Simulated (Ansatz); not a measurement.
Input for Ansatz (a first-principles code):
Ansatz 0.2 input:
```yaml
crystal:
  periodic: [false, false, false]
  atoms:
    - {symbol: S, position_ang: [-0.07761870, 0.17540127, -0.39310885]}
    - {symbol: O, position_ang: [0.02051716, 1.51453016, 0.34251326]}
    - {symbol: C, position_ang: [1.42870049, -0.75270189, 0.10245871]}
    - {symbol: C, position_ang: [-1.36293923, -0.82717289, 0.23946911]}
    - {symbol: H, position_ang: [1.26390690, -0.91225471, 1.28581383]}
    - {symbol: H, position_ang: [-2.31273096, -0.29893834, -0.02910907]}
    - {symbol: H, position_ang: [1.39385263, -1.76726098, -0.40587718]}
    - {symbol: H, position_ang: [2.25161885, -0.36863761, -0.18299615]}
    - {symbol: H, position_ang: [-1.35408683, -1.82933524, -0.32350612]}
    - {symbol: H, position_ang: [-1.25338613, -0.81109213, 1.30524365]}
basis:
  gaussian:
    orbitals: 6-31G__.json
hamiltonian:
  xc: b3lyp
relax: {}
```
The basis file holds 6-31G** in the JSON format of the Basis Set Exchange.

**Question.** What is the computed Mulliken (on the basis functions themselves) charges in atom order (B3LYP/6-31G** (Ansatz))?

**Answer.** S1 0.75, O2 -0.63, C3 -0.50, C4 -0.50, H5 0.15, H6 0.16, H7 0.13, H8 0.16, H9 0.13, H10 0.15

**Question.** Predict the dipole moment from B3LYP/6-31G**.

**Answer.** 3.93 D

**Question.** What is the computed number of basis functions (B3LYP/6-31G**)?

**Answer.** 94

**Question.** What is the computed total energy at the end of the optimisation (B3LYP/6-31G**)?

**Answer.** -15053.2169 eV

**Question.** Roughly what does it cost on one core?

**Answer.** about 30 core-seconds (a rough figure).
